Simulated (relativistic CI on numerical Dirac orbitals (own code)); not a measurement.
Hyperfine structure of Yb51+, mass number 171

Computed by Dirac-Coulomb-Breit CI, KLI orbitals optimised for each configuration, model QED, unscaled Slater integrals (own radial code, finite nucleus).

Configuration list (outside the closed core [Ne]): 3s²3p⁶3d, 3s²3p⁵3d², 3s3p⁶3d², 3s²3p⁶4s, 3s²3p⁶4p, 3s²3p⁶4d, 3s²3p⁵3d4s, 3s²3p⁶4f, 3s²3p⁵3d4p, 3p⁶3d³, 3p⁵3d⁴, 3p⁵3d³4s. Double excitations out of closed p, d and f shells are left out; levels of such configurations are missing from the list, as are those of other unlisted configurations, and high levels can miss mixing partners. These lack a partner that the ground configuration has and come out too high: 3s²3p⁵3d4p.

Nuclear spin I = 1/2, μ = 0.4923 μN (tables of Stone and Pyykkö). The electronic factors are computed for point nuclear moments, without core polarisation or the Bohr-Weisskopf and QED corrections.

```tsv
Level	E (cm⁻¹)	A (MHz)
3s²3p⁶3d ²D3/2	0	88420
3s²3p⁶3d ²D5/2	480123	35400
3s²3p⁵3d² ⁴D°1/2	1901016	19740
3s²3p⁵3d² ⁴D°5/2	2330228	48630
3s²3p⁵3d² ⁴G°9/2	2366681	87320
3s²3p⁵3d² ²H°11/2	2448650	83710
```

Levels with J = 0, under 50 % of one LS term, or S terms without an open s electron are left out. Small factors come from cancelling terms and can be off by tens of per cent or more.

At this charge energies of transitions that change n are usually good to better than 1 %, and those within a shell (Δn = 0) to a few per cent.

Task: Give the hyperfine levels of 3s²3p⁶3d ²D3/2 relative to its centre of gravity.

Result: With K = F(F + 1) − I(I + 1) − J(J + 1), E = AK/2: F = 1: -110500, F = 2: 66310 MHz.

LS names give the leading component of a level, which can be under half, so a name can repeat, a term be missing and a line seem to break the LS rules.
